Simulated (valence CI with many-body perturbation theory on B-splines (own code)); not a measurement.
## E1 transitions of Hf LVIII

Level of theory: valence CI with perturbative core correlation (CI+MBPT): five valence electrons over a frozen Dirac-Fock core [Ne], a basis of 9 s, 9 p, 8 d, 6 f, 3 g, 1 h functions for each j, with the one-electron correlation potential Σ1 (screened to all orders), the two-electron term Σ2, the three-electron term Σ3, Breit, model QED; selected single and double excitations, second order for the rest (own B-spline code, finite nucleus).

The last digits are not significant, and no measured levels were compared; by estimate large intervals hold to a few tenths of a per cent, small ones and those within an open d or f shell to about a per cent. Among the levels kept, up to 550 cm⁻¹ of a level comes from second order outside the variational space, and about a tenth of that is noise between levels of different J, which matters for small intervals.

Lines 151 to 200 of 219 in falling wavelength, among levels below 843.66 eV, chosen from the strongest by gf and those to the six lowest levels. Wavelengths and rates use the calculated energies. Electric multipoles are in the length gauge, E1 and E2 with the static RPA response of the core. Weak lines are less certain than strong ones. Lines between different terms over intervals too small for the method are left out, as are lines whose strength nearly cancels. The highest levels of a list are the least certain.

Levels are named by their leading jj configuration (3d3/2^4 stands for four electrons in 3d with j = 3/2), which in mixed levels can hold well under half, so a name can repeat and another be missing. Letters in brackets count levels of one name in rising energy.

| λ vac (nm) | Upper | Lower | A (s⁻¹) | log gf | Branch % |
| --- | --- | --- | --- | --- | --- |
| 3.694 | (3s^2 3p1/2 3p3/2 3d5/2) J=3/2 [b] | (3s^2 3p1/2 3p3/2^2) J=3/2 | 3.58e+07 | -4.53 | 0.0 |
| 3.689 | (3s^2 3p1/2 3d3/2 3d5/2) J=5/2 | (3s 3p1/2^2 3p3/2^2) J=3/2 | 6.26e+09 | -2.12 | 1.6 |
| 3.653 | (3s^2 3p1/2 3p3/2 3d5/2) J=1/2 | (3s^2 3p1/2 3p3/2^2) J=3/2 | 6.48e+10 | -1.59 | 13.9 |
| 3.621 | (3s^2 3p1/2 3d3/2 3d5/2) J=3/2 | (3s 3p1/2^2 3p3/2^2) J=3/2 | 8.07e+09 | -2.20 | 1.9 |
| 3.612 | (3s 3p1/2^2 3p3/2 3d5/2) J=5/2 [b] | (3s 3p1/2^2 3p3/2^2) J=5/2 | 2.76e+10 | -1.49 | 3.0 |
| 3.590 | (3s 3p1/2^2 3p3/2 3d5/2) J=3/2 [b] | (3s 3p1/2^2 3p3/2^2) J=5/2 | 2.40e+10 | -1.73 | 2.4 |
| 3.433 | (3s^2 3p1/2 3d3/2 3d5/2) J=7/2 | (3s 3p1/2^2 3p3/2^2) J=5/2 | 6.48e+09 | -2.04 | 2.1 |
| 3.290 | (3s 3p1/2^2 3p3/2 3d3/2) J=5/2 [a] | (3s^2 3p1/2^2 3d5/2) J=5/2 | 2.93e+08 | -3.54 | 0.8 |
| 3.272 | (3s 3p1/2^2 3p3/2 3d3/2) J=3/2 [a] | (3s^2 3p1/2^2 3d5/2) J=5/2 | 1.36e+08 | -4.06 | 0.2 |
| 3.205 | (3s 3p1/2^2 3p3/2 3d3/2) J=7/2 | (3s^2 3p1/2^2 3d5/2) J=5/2 | 1.19e+10 | -1.84 | 30.5 |
| 3.079 | (3s^2 3p3/2^3) J=3/2 | (3s^2 3p1/2^2 3d3/2) J=3/2 | 1.70e+08 | -4.01 | 18.9 |
| 3.064 | (3s 3p1/2^2 3p3/2 3d3/2) J=3/2 [b] | (3s^2 3p1/2^2 3d5/2) J=5/2 | 4.47e+09 | -2.60 | 0.8 |
| 2.981 | (3s 3p1/2^2 3p3/2 3d3/2) J=5/2 [b] | (3s^2 3p1/2^2 3d5/2) J=5/2 | 5.66e+09 | -2.34 | 0.6 |
| 2.775 | (3s^2 3p1/2 3d3/2^2) J=5/2 | (3s^2 3p1/2^2 3d5/2) J=5/2 | 3.62e+08 | -3.60 | 0.0 |
| 2.756 | (3s 3p1/2 3p3/2^3) J=3/2 [a] | (3s^2 3p1/2 3p3/2^2) J=1/2 | 2.35e+10 | -1.97 | 2.5 |
| 2.691 | (3s 3p1/2^2 3p3/2 3d3/2) J=5/2 [a] | (3s^2 3p1/2^2 3d3/2) J=3/2 | 3.22e+09 | -2.68 | 8.4 |
| 2.679 | (3s 3p1/2^2 3p3/2 3d3/2) J=3/2 [a] | (3s^2 3p1/2^2 3d3/2) J=3/2 | 3.43e+10 | -1.83 | 41.4 |
| 2.668 | (3s 3p1/2 3p3/2^3) J=3/2 [a] | (3s^2 3p1/2 3p3/2^2) J=5/2 | 3.77e+10 | -1.79 | 4.0 |
| 2.667 | (3s 3p1/2^2 3p3/2 3d3/2) J=1/2 [a] | (3s^2 3p1/2^2 3d3/2) J=3/2 | 3.22e+09 | -3.16 | 8.6 |
| 2.666 | (3s 3p1/2^2 3p3/2^2) J=5/2 | (3s^2 3p1/2^2 3p3/2) J=3/2 | 2.65e+11 | -0.77 | 91.9 |
| 2.665 | (3s 3p1/2^2 3p3/2 3d5/2) J=5/2 [a] | (3s^2 3p1/2^2 3d5/2) J=5/2 | 1.60e+11 | -0.99 | 45.8 |
| 2.623 | (3s 3p1/2^2 3p3/2 3d5/2) J=7/2 [a] | (3s^2 3p1/2^2 3d5/2) J=5/2 | 2.88e+10 | -1.62 | 9.5 |
| 2.613 | (3s 3p1/2^2 3p3/2 3d5/2) J=3/2 [a] | (3s^2 3p1/2^2 3d5/2) J=5/2 | 1.10e+11 | -1.35 | 34.2 |
| 2.604 | (3s 3p1/2 3p3/2^3) J=3/2 [a] | (3s^2 3p1/2 3p3/2^2) J=3/2 | 8.83e+11 | -0.44 | 93.2 |
| 2.572 | (3s 3p1/2 3p3/2^3) J=5/2 | (3s^2 3p1/2 3p3/2^2) J=5/2 | 9.29e+11 | -0.26 | 97.9 |
| 2.547 | (3s 3p1/2 3p3/2^3) J=1/2 | (3s^2 3p1/2 3p3/2^2) J=1/2 | 1.00e+12 | -0.71 | 54.2 |
| 2.537 | (3s 3p1/2^2 3p3/2 3d3/2) J=3/2 [b] | (3s^2 3p1/2^2 3d3/2) J=3/2 | 4.79e+11 | -0.73 | 86.8 |
| 2.535 | (3s 3p1/2 3p3/2^3) J=3/2 [b] | (3s^2 3p1/2 3p3/2^2) J=1/2 | 2.88e+11 | -0.95 | 13.4 |
| 2.534 | (3s 3p1/2^2 3p3/2 3d5/2) J=7/2 [b] | (3s^2 3p1/2^2 3d5/2) J=5/2 | 7.77e+11 | -0.22 | 78.2 |
| 2.523 | (3s^2 3p1/2 3d3/2^2) J=3/2 | (3s^2 3p1/2^2 3d5/2) J=5/2 | 3.91e+09 | -2.83 | 0.1 |
| 2.512 | (3s 3p1/2 3p3/2^3) J=5/2 | (3s^2 3p1/2 3p3/2^2) J=3/2 | 2.74e+09 | -2.81 | 0.3 |
| 2.509 | (3s 3p1/2^2 3p3/2^2) J=3/2 | (3s^2 3p1/2^2 3p3/2) J=3/2 | 7.16e+11 | -0.57 | 93.8 |
| 2.501 | (3s 3p1/2^2 3p3/2^2) J=1/2 | (3s^2 3p1/2^2 3p3/2) J=3/2 | 5.30e+11 | -1.00 | 94.4 |
| 2.480 | (3s 3p1/2^2 3p3/2 3d3/2) J=5/2 [b] | (3s^2 3p1/2^2 3d3/2) J=3/2 | 9.26e+11 | -0.29 | 93.6 |
| 2.466 | (3s 3p1/2^2 3p3/2 3d5/2) J=5/2 [b] | (3s^2 3p1/2^2 3d5/2) J=5/2 | 4.35e+11 | -0.62 | 47.7 |
| 2.460 | (3s 3p1/2 3p3/2^3) J=3/2 [b] | (3s^2 3p1/2 3p3/2^2) J=5/2 | 1.65e+12 | -0.22 | 76.3 |
| 2.460 | (3s 3p1/2^2 3p3/2 3d3/2) J=1/2 [b] | (3s^2 3p1/2^2 3d3/2) J=3/2 | 1.06e+12 | -0.72 | 93.4 |
| 2.456 | (3s 3p1/2^2 3p3/2 3d5/2) J=3/2 [b] | (3s^2 3p1/2^2 3d5/2) J=5/2 | 6.65e+11 | -0.62 | 65.1 |
| 2.416 | (3s 3p1/2 3p3/2^3) J=1/2 | (3s^2 3p1/2 3p3/2^2) J=3/2 | 8.15e+11 | -0.85 | 44.0 |
| 2.405 | (3s 3p1/2 3p3/2^3) J=3/2 [b] | (3s^2 3p1/2 3p3/2^2) J=3/2 | 1.94e+11 | -1.17 | 9.0 |
| 2.396 | (3s^2 3p1/2 3p3/2 3d3/2) J=5/2 [a] | (3s^2 3p1/2^2 3p3/2) J=3/2 | 1.95e+09 | -3.00 | 25.1 |
| 2.382 | (3s^2 3p1/2 3p3/2 3d3/2) J=1/2 [a] | (3s^2 3p1/2^2 3p3/2) J=3/2 | 3.17e+09 | -3.27 | 30.3 |
| 2.381 | (3s^2 3p1/2 3d3/2 3d5/2) J=7/2 | (3s^2 3p1/2^2 3d5/2) J=5/2 | 5.78e+10 | -1.41 | 18.6 |
| 2.381 | (3s^2 3p1/2 3p3/2 3d3/2) J=3/2 [a] | (3s^2 3p1/2^2 3p3/2) J=3/2 | 2.05e+11 | -1.16 | 91.8 |
| 2.363 | (3s^2 3p1/2 3d3/2 3d5/2) J=5/2 | (3s^2 3p1/2^2 3d5/2) J=5/2 | 9.30e+10 | -1.33 | 23.8 |
| 2.336 | (3s^2 3p1/2 3d3/2^2) J=5/2 | (3s^2 3p1/2^2 3d3/2) J=3/2 | 1.54e+12 | -0.12 | 98.6 |
| 2.335 | (3s^2 3p1/2 3d3/2 3d5/2) J=3/2 | (3s^2 3p1/2^2 3d5/2) J=5/2 | 1.12e+10 | -2.44 | 2.7 |
| 2.258 | (3s 3p1/2^2 3p3/2 3d5/2) J=5/2 [a] | (3s^2 3p1/2^2 3d3/2) J=3/2 | 1.61e+08 | -4.13 | 0.0 |
| 2.222 | (3s^2 3p1/2 3p3/2 3d3/2) J=5/2 [b] | (3s^2 3p1/2^2 3p3/2) J=3/2 | 2.58e+12 | 0.06 | 99.9 |
| 2.220 | (3s 3p1/2^2 3p3/2 3d5/2) J=3/2 [a] | (3s^2 3p1/2^2 3d3/2) J=3/2 | 6.09e+10 | -1.74 | 19.0 |
